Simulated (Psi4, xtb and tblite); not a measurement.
Internal rotation in SMILES OB(O)c1cccc(C=O)c1 (C7H7BO3). Scanned: dihedral O1–C2–C3–C4; all other coordinates were relaxed at GFN2-xTB. Points at φ and −φ are mirror images. Heavy atoms are numbered in the order of the SMILES O=Cc1cccc(B(O)O)c1, hydrogens after them in the order of the atoms that carry them; the mirror image has the same energies with the sign of each dihedral reversed.

Computed with: GFN2-xTB (xtb and tblite); PBE-D3(BJ)/def2-SVP // GFN2-xTB (Psi4).

Energies relative to the lowest point of each profile, in eV:

```tsv
φ / °	GFN2-xTB
-160	0.023
-140	0.088
-100	0.253
-80	0.257
-60	0.196
-20	0.051
0	0.029
20	0.051
40	0.114
120	0.179
140	0.088
160	0.023
```

Task: What does PBE-D3(BJ)/def2-SVP give at the same points?

Result: -160: 0.044; -140: 0.163; -100: 0.459; -80: 0.462; -60: 0.346; -20: 0.070; 0: 0.025; 20: 0.070; 40: 0.191; 120: 0.326; 140: 0.163; 160: 0.044 (eV).
